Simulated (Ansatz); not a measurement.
Level of theory: PBE0-D3(BJ)/def2-TZVP (Ansatz, an electronic-structure program). No frequencies were computed at this level.

Ansatz 0.2 input:
```yaml
crystal:
  periodic: [false, false, false]
  atoms:
    - { symbol: C, position_ang: [-0.993976, -0.079998, 0.079795] }
    - { symbol: Si, position_ang: [0.741832, -0.052222, -0.086328] }
    - { symbol: F, position_ang: [1.594027, 1.295849, 0.153563] }
    - { symbol: H, position_ang: [-1.572373, -0.971178, -0.077821] }
    - { symbol: H, position_ang: [-1.552814, 0.800594, 0.347345] }
    - { symbol: H, position_ang: [1.783304, -0.993045, -0.416555] }
basis:
  gaussian: { orbitals: def2-tzvp }
hamiltonian:
  xc: pbe0
  dispersion: d3bj
relax:
  max_steps: 150
```

Output:

```
Functional definition: PBE0
736 factors; their error is unknown
mean field evaluation 1: about -11665.5222 eV, gradient 6.3e1 eV
mean field evaluation 2: about -11646.9309 eV, gradient 9.2e1 eV
mean field evaluation 4: about -11674.5661 eV, gradient 1.1e1 eV
mean field evaluation 8: about -11674.7474 eV, gradient 1.7e-1 eV
mean field evaluation 16: about -11674.7886 eV, gradient 1.2e-4 eV
mean field -11674.78857518 eV, -429.0405666818 hartree, gradient 1.7e-5 eV, S^2 0.000000; 0 other end points of the search recorded, 0 dependent functions left out
reference -11674.78860097 eV, -429.0405676297 hartree; 16, 16 occupied and 101, 101 virtual orbitals, 736 factors
relax step   1: F+E_penalty+E_count = -11674.86730407 eV  Δ(F+E_penalty+E_count) = +0.000e0 eV  max|allowed force component| = 2.042e0 eV/Å  Δτ_max = 0.0000 Å  (28 SCF iters, accepted)
these checks for a lower state are left out or cut short: starts, cluster_reference, orbital_swaps, neighbouring_geometries, increment
736 factors; their error is unknown
mean field -11674.89574757 eV, -429.0445051947 hartree, gradient 1.7e-5 eV, S^2 0.000000; 0 other end points of the search recorded, 0 dependent functions left out
reference -11674.89577337 eV, -429.0445061426 hartree; 16, 16 occupied and 101, 101 virtual orbitals, 736 factors
relax step   2: F+E_penalty+E_count = -11674.97489779 eV  Δ(F+E_penalty+E_count) = -1.076e-1 eV  max|allowed force component| = 8.441e-1 eV/Å  Δτ_max = 0.0728 Å  (32 SCF iters, accepted)
these checks for a lower state are left out or cut short: starts, cluster_reference, orbital_swaps, neighbouring_geometries, increment
736 factors; their error is unknown
mean field evaluation 32: about -11674.9219 eV, gradient 1.6e-5 eV
mean field -11674.92191748 eV, -429.0454669211 hartree, gradient 1.6e-5 eV, S^2 0.000000; 0 other end points of the search recorded, 0 dependent functions left out
reference -11674.92194324 eV, -429.0454678679 hartree; 16, 16 occupied and 101, 101 virtual orbitals, 736 factors
relax step   3: F+E_penalty+E_count = -11675.00139545 eV  Δ(F+E_penalty+E_count) = -2.650e-2 eV  max|allowed force component| = 2.106e-1 eV/Å  Δτ_max = 0.0687 Å  (32 SCF iters, accepted)
these checks for a lower state are left out or cut short: starts, cluster_reference, orbital_swaps, neighbouring_geometries, increment
736 factors; their error is unknown
mean field -11674.92465934 eV, -429.0455676826 hartree, gradient 1.6e-5 eV, S^2 0.000000; 0 other end points of the search recorded, 0 dependent functions left out
reference -11674.92468504 eV, -429.0455686269 hartree; 16, 16 occupied and 101, 101 virtual orbitals, 736 factors
relax step   4: F+E_penalty+E_count = -11675.00408187 eV  Δ(F+E_penalty+E_count) = -2.686e-3 eV  max|allowed force component| = 2.355e-1 eV/Å  Δτ_max = 0.0539 Å  (29 SCF iters, accepted)
these checks for a lower state are left out or cut short: starts, cluster_reference, orbital_swaps, neighbouring_geometries, increment
736 factors; their error is unknown
mean field -11674.92639412 eV, -429.0456314345 hartree, gradient 1.3e-5 eV, S^2 0.000000; 0 other end points of the search recorded, 0 dependent functions left out
reference -11674.92641980 eV, -429.0456323783 hartree; 16, 16 occupied and 101, 101 virtual orbitals, 736 factors
relax step   5: F+E_penalty+E_count = -11675.00582190 eV  Δ(F+E_penalty+E_count) = -1.740e-3 eV  max|allowed force component| = 2.516e-2 eV/Å  Δτ_max = 0.0125 Å  (31 SCF iters, accepted)
these checks for a lower state are left out or cut short: starts, cluster_reference, orbital_swaps, neighbouring_geometries, increment
736 factors; their error is unknown
mean field -11674.92643309 eV, -429.0456328666 hartree, gradient 1.6e-5 eV, S^2 0.000000; 0 other end points of the search recorded, 0 dependent functions left out
reference -11674.92645876 eV, -429.0456338099 hartree; 16, 16 occupied and 101, 101 virtual orbitals, 736 factors
relax step   6: F+E_penalty+E_count = -11675.00585778 eV  Δ(F+E_penalty+E_count) = -3.588e-5 eV  max|allowed force component| = 8.172e-3 eV/Å  Δτ_max = 0.0036 Å  (30 SCF iters, accepted)
736 factors; their error is unknown
mean field evaluation 64: about -11674.8852 eV, gradient 2.7e-2 eV
mean field -11674.92643309 eV, -429.0456328666 hartree, gradient 2.6e-5 eV, S^2 0.000000; 1 other end points of the search recorded, 0 dependent functions left out
reference -11674.92645876 eV, -429.0456338099 hartree; 16, 16 occupied and 101, 101 virtual orbitals, 736 factors
Total energy: -11675.00588345 eV, -429.0485526137 hartree
Atom 0 at    -0.944748    -0.052817     0.082795 Å, force    -0.001758     0.003237    -0.007682 eV/Å
Atom 1 at     0.729903     0.019234    -0.066206 Å, force    -0.001582     0.002998    -0.008172 eV/Å
Atom 2 at     1.594145     1.332600     0.161807 Å, force     0.001444     0.000032     0.004003 eV/Å
Atom 3 at    -1.437978    -1.001162    -0.099080 Å, force     0.000363    -0.003152     0.004328 eV/Å
Atom 4 at    -1.578034     0.784238     0.344986 Å, force    -0.000393    -0.000192     0.004529 eV/Å
Atom 5 at     1.636711    -1.082094    -0.424304 Å, force     0.001926    -0.002924     0.002995 eV/Å
Dipole moment:     0.084667    -0.198342    -0.056344 e Å
```

Cost: around 16 core-seconds (rough).
